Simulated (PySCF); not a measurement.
Calculated molecular-ion clusters (M+•, centroid m/z and relative intensity) of several compounds:

1. 155.0217 (100.0), 156.0226 (16.1), 157.0194 (7.9), 158.0205 (0.8)
2. 138.9936 (100.0), 139.9931 (15.8), 140.9908 (11.3), 141.9904 (1.2), 142.9883 (0.4)
3. 88.0883 (100.0), 89.0917 (5.6), 90.0935 (0.3)
4. 249.9328 (0.4), 251.9343 (86.2), 252.9363 (46.6), 253.9370 (100.0), 255.9405 (92.8), 257.9447 (0.4)

Lines and terms under 0.3 % are left out. Candidates, as SMILES:
A. `CCC(O)CC`
B. `N[Si@@H](O[SiH3])[SiH2]O`
C. `O=CN[SiH2]C1=C[SiH2]C=C1`
D. `[O]=[W](=[O])([F])[F]`

Q: Match clusters and compounds, and give each formula.

A: 
1 = C, C5H9NOSi2, monoisotopic mass of the neutral 155.0223 u; relative to that species, one 29Si gives 10.2 % at +1, one 13C gives 5.4 % at +1, one 15N gives 0.4 % at +1 and one 30Si gives 6.7 % at +2.
2 = B, H9NO2Si3, monoisotopic mass of the neutral 138.9941 u; relative to that species, one 29Si gives 15.2 % at +1, one 15N gives 0.4 % at +1, one 30Si gives 10.0 % at +2 and one 18O gives 0.4 % at +2.
3 = A, C5H12O, monoisotopic mass of the neutral 88.0888 u; relative to that species, one 13C gives 5.4 % at +1.
4 = D, F2O2W, monoisotopic mass of the neutral 253.9376 u; relative to that species, one 180W gives 0.4 % at -4, one 182W gives 86.5 % at -2, one 183W gives 46.7 % at -1, one 186W gives 92.8 % at +2 and one 18O gives 0.4 % at +2.

Q: What is the mean mass of the whole cluster 4, and how does it compare with the molar mass?

A: 253.837 u over all lines, faint ones too (the ion lacks one electron, 0.0005 u); standard atomic weights give 253.834 g/mol for F2O2W.

Q: Give the exact less the nominal mass of each, in mDa.

A: C5H12O +88.8, H9NO2Si3 -5.9, C5H9NOSi2 +22.3, F2O2W -62.4 (neutral, monoisotopic).

Abundances used (%; other tables differ somewhat): 16O 99.757, 17O 0.038, 18O 0.205; 12C 98.93, 13C 1.07; 14N 99.632, 15N 0.368; 28Si 92.2297, 29Si 4.6832, 30Si 3.0872; 1H 99.9885, 2H 0.0115; 180W 0.12, 182W 26.5, 183W 14.31, 184W 30.64, 186W 28.43.

Isomers would give the same cluster, so the cluster fixes the formula at best.
